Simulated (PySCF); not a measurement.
Vertical excitations of a molecule C3H7BO2 from TDA-PBE/def2-SVPD (PySCF), as energy in eV (oscillator strength): 5.27 (0.002), 5.57 (0.032), 5.97 (0.001), 6.13 (0.004), 6.14 (0.013), 6.66 (0.003), 6.68 (0.002), 6.91 (0.026), 6.94 (0.006), 7.09 (0.039). Lowest triplet (TDA): 5.08 eV. Geometry: B3LYP-D3(BJ)/def2-SVP. Other conformers were not sampled.

Question: Pick the molecule that these values belong to.
A. C/C=C/B(O)O
B. C=C(C)B(O)O
C. OB1CC[C@@H]1O
D. OB1CC(O)C1

Answer: D, OB1CC(O)C1
